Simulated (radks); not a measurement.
Problem. The barium ion Ba53+, configuration 1s1.5 2s1 3d0.5 (fractional occupations, a model configuration). Calculated with a radial shooting solver on a logarithmic mesh with Libxc functionals: scalar-relativistic Kohn-Sham, PBEsol, spin-polarised, spherical densities, point nucleus; open shells are filled with parallel spins first (spin-orbit coupling, left out, can overturn this in heavy ions). Some entries of the table are withheld. Estimate them.

| orbital | occ. | eigenvalue (eV) | <1/r> (bohr^-1) | <r> (bohr) |
|---|---|---|---|---|
| 1s up | 1 | (1) | 61.11 | (2) |
| 1s down | 0.5 | (3) | 61.04 | (4) |
| 2s up | 1 | (5) | 15.01 | 0.1028 |
| 3d up | 0.5 | -4390.003 | 6.107 | 0.1916 |

Solution. 
(1) 1s up eigenvalue (eV): -43308.54
(2) 1s up <r> (bohr): 0.02536
(3) 1s down eigenvalue (eV): -43177.22
(4) 1s down <r> (bohr): 0.02539
(5) 2s up eigenvalue (eV): -10638.95
